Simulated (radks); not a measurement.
The table gives one normalised radial function P(r) = r R(r) of Br in [Ar] 3d10 4s2 4p5 (r in bohr). Method: scalar-relativistic Kohn-Sham, PBE, spin-polarised, spherical densities, finite nucleus; open shells are filled with parallel spins first; Fermi nuclear charge, rms radius 4.1629 fm; hard spherical wall at 15 bohr; computed with a radial shooting solver on a logarithmic mesh with Libxc functionals.

r	P
0.001642	0.0295
0.002469	0.0425
0.003713	0.0602
0.005539	0.0827
0.00833	0.1102
0.01253	0.1382
0.01884	0.1562
0.02833	0.1444
0.04226	0.0787
0.06355	-0.0563
0.09556	-0.2145
0.1437	-0.2551
0.2161	-0.0312
0.3224	0.3290
0.4848	0.3780
0.7291	-0.1357
1.096	-0.7392
1.649	-0.8310
2.479	-0.4584
3.699	-0.1288
5.563	-0.0151

Which n and l does it have? It may be an empty orbital.

Answer. n = 4, l = 0: the number of nodes gives n - l - 1 = 3, the rise at small r (about r^(l+1)) gives l, and the extent must fit the shell. The curve is that of 4s up; the table hardly tells the two spins apart. 4s up: eigenvalue -20.493 eV, 3 radial nodes at r = 0.0548, 0.224, 0.671 bohr, <r> = 1.67 bohr, 90 % of the charge inside 2.50 bohr.
